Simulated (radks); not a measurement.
Ru3+, 41 electrons, occupied as [Kr] 4d5. Calculated with a radial shooting solver on a logarithmic mesh with Libxc functionals: scalar-relativistic Kohn-Sham, r2SCAN, spin-polarised, spherical densities, finite nucleus; open shells are filled with parallel spins first (spin-orbit coupling, left out, can overturn this in heavy ions); meta-GGA in the generalised Kohn-Sham scheme; Fermi nuclear charge, rms radius 4.4809 fm.

Unscreened Slater integrals over Kohn-Sham orbitals (hartree). They are taken over the spin-up orbitals. Empty in this configuration: 5s.

| integral | value |
|---|---|
| F0(4d,4d) | 0.63585 |
| F2(4d,4d) | 0.32300 |
| F4(4d,4d) | 0.21261 |
| F0(4d,4p) | 0.70629 |
| F2(4d,4p) | 0.35261 |
| G1(4d,4p) | 0.44271 |
| G3(4d,4p) | 0.27163 |
| F0(4d,4s) | 0.72890 |
| G2(4d,4s) | 0.32431 |
| F0(4d,3d) | 0.85428 |
| F2(4d,3d) | 0.16121 |
| F4(4d,3d) | 0.070091 |
| G0(4d,3d) | 0.051618 |
| G2(4d,3d) | 0.058601 |
| G4(4d,3d) | 0.044248 |
| F0(4d,5s) | 0.43041 |
| G2(4d,5s) | 0.078507 |
| F0(4p,4p) | 0.80768 |
| F2(4p,4p) | 0.42664 |
| F0(4p,4s) | 0.84272 |
| G1(4p,4s) | 0.57415 |
| F0(4p,3d) | 1.0443 |
| F2(4p,3d) | 0.24234 |
| G1(4p,3d) | 0.076770 |
| G3(4p,3d) | 0.074419 |
| F0(4p,5s) | 0.44784 |
| G1(4p,5s) | 0.036986 |
| F0(4s,4s) | 0.88350 |
| F0(4s,3d) | 1.1249 |
| G2(4s,3d) | 0.090332 |
| F0(4s,5s) | 0.45317 |
| G0(4s,5s) | 0.024663 |
| F0(3d,3d) | 2.3702 |
| F2(3d,3d) | 1.1736 |
| F4(3d,3d) | 0.74710 |
| F0(3d,5s) | 0.48992 |
| G2(3d,5s) | 0.013751 |
| F0(5s,5s) | 0.36165 |

Derived for the open shells (J is the average intra-shell exchange parameter used in DFT+U). 4d: Racah B = F2/49 - 5 F4/441 = 0.004181 hartree, C = 35 F4/441 = 0.01687 hartree, C/B = 4.04, F4/F2 = 0.658, J = (F2 + F4)/14 = 0.03826 hartree.
